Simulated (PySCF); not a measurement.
CH3ClFNSi2, SMILES F[Si@]1(Cl)N=C[SiH2]1.

Geometry optimised at PBE-D3(BJ)/def2-SVP. The structure was generated by enumeration; whether it is a known compound was not checked.

Two levels are set side by side: PBE/def2-TZVP (PySCF) and PBE0/def2-TZVP (PySCF). Same geometry, gas phase. Differences are taken from unrounded values.

```tsv
quantity	PBE
orbital gap (eV)	3.23
highest occupied level (eV)	-6.10
lowest empty level (eV)	-2.87
dipole moment (D)	2.96
mean polarisability (bohr³)	82.5
```

Q: These are the PBE values. What does PBE0 give? (Estimate from the structure and the level; the computed values follow.)

A: 
| quantity | PBE0 | PBE minus PBE0 |
|---|---|---|
| orbital gap (eV) | 5.66 | -2.44 |
| highest occupied level (eV) | -7.44 | 1.34 |
| lowest empty level (eV) | -1.78 | -1.09 |
| dipole moment (D) | 3.24 | -0.29 |
| mean polarisability (bohr³) | 79.2 | 3.3 |

PBE's occupied levels lie high since its potential decays too fast outside the molecule; exact exchange lowers them and widens the gap. PBE's more diffuse valence density responds more strongly to a field. Differences between two approximate levels are no errors against the true value.

Rough cost on one machine, each run with all the roots and properties that it gave: PBE0 against PBE within a factor of 2.
